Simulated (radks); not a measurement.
Results of a calculation; reference values are marked as such.
Spherical jellium clusters: N electrons in a uniform positive sphere of charge N and radius rs N^(1/3), rs = 2.15 bohr. Level of theory: non-relativistic Kohn-Sham, LDA (Slater exchange, Perdew-Wang correlation), spin-polarised, spherical densities (a radial shooting solver with Libxc functionals). Levels are named by radial order and angular momentum (1s, 1p, 1d, 2s, ...), and open shells are averaged over m.

N = 6, configuration 1s2 1p(up 3, down 1). This is the lowest configuration that the search found. Occupied and some empty levels:

| level | occupation | eigenvalue (eV) | <r> (bohr) |
|---|---|---|---|
| 1s up | 1 | -9.1036 | 2.788 |
| 1s down | 1 | -8.2908 | 2.791 |
| 1p up | 3 | -4.6522 | 3.794 |
| 1p down | 1 | -3.8811 | 3.909 |
| 2s up | 0 | -1.1878 | 6.457 |
| 2s down | 0 | -0.92798 | 6.966 |
| 1d up | 0 | -0.61817 | 5.750 |
| 1d down | 0 | -0.19251 | 6.710 |

Energy (eV): total -1.90198, kinetic 27.903, external -274.57, Hartree 127.04, exchange-correlation -32.712, background 150.45.

Electron density:

| r (bohr) | n(r) (e/bohr^3) |
|---|---|
| 0.150 | 0.02219 |
| 0.527 | 0.02268 |
| 0.905 | 0.02348 |
| 1.28 | 0.02418 |
| 1.66 | 0.02428 |
| 2.04 | 0.02338 |
| 2.41 | 0.02134 |
| 2.79 | 0.01830 |
| 3.17 | 0.01469 |
| 3.55 | 0.01102 |
| 3.92 | 0.007789 |
| 4.30 | 0.005255 |
| 4.68 | 0.003437 |
| 5.05 | 0.002198 |
| 5.43 | 0.001387 |
| 5.81 | 0.0008660 |
| 6.19 | 0.0005360 |
| 6.56 | 0.0003303 |
| 6.94 | 0.0002027 |
| 7.32 | 0.0001241 |
